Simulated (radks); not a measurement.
Problem. These are the eigenvalues of the occupied orbitals of an atom or ion with whole-number occupations (hartree). All-electron calculation, Dirac Kohn-Sham, PBE, spin-unpolarised, spherical densities, finite nucleus; Fermi nuclear charge, rms radius of each element as measured or else 0.836 A^(1/3) + 0.57 fm. Program: a radial shooting solver on a logarithmic mesh with Libxc functionals.

orbital  eigenvalue
1s1/2     -891.3922
2s1/2     -133.3794
2p1/2     -123.9990
2p3/2     -118.1404
3s1/2     -27.12670
3p1/2     -23.42454
3p3/2     -22.40102
3d3/2     -15.85019
3d5/2     -15.64577
4s1/2      -6.68113
4p1/2      -5.49165
4p3/2      -5.30821
4d3/2      -3.42315
4d5/2      -3.39592

Which element is it, and in what charge state? The configuration may be excited.

Solution. Z = 46, palladium, charge +6: Pd6+ in [Ar] 3d10 4s2 4p(1/2: 2, 3/2: 3) 4d(3/2: 4, 5/2: 1). The list shows which subshells hold electrons but not how many an open one holds; the 1s level, -891.39 hartree, gives Z - s = 42.2 by -(Z - s)^2/2, which with screening and relativity narrows Z to a few neighbours, and the depths of the outer levels then fix element, charge and occupations together.
